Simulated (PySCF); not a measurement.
Si(NH2)(SiH3) (H5NSi2), SMILES N[Si][SiH3] (connectivity only; charge and spin as stated), neutral, multiplicity 1. Heavy atoms are numbered as in [Si:1]([NH2:2])[SiH3:5]. Hydrogens are named by the atom that carries them.

Geometry: r2SCAN-D4/def2-TZVP. One conformer was computed; it need not be the lowest.

Computed with PySCF with PBE0/pcSseg-1.

GIAO shieldings, no solvent; atoms alike by connectivity are averaged. δ = σ(ref) − σ: ²⁹Si against TMS (σ = 352.7 ppm); ¹⁵N against NH3 (σ = 267.4 ppm); ¹H against TMS (σ = 31.56 ppm), references at their B3LYP-D3(BJ)/def2-TZVP geometries, non-relativistic.

Computed chemical shifts:
| nucleus | atoms | count | δ (ppm) |
|---|---|---|---|
| ²⁹Si | Si1 | 1 | 436.6 |
| ²⁹Si | Si5 (SiH3) | 1 | -87.6 |
| ¹⁵N | N2 (NH2) | 1 | 190.2 |
| ¹H | H on N2 | 2 | 6.80 |
| ¹H | H on Si5 | 3 | 3.66 |
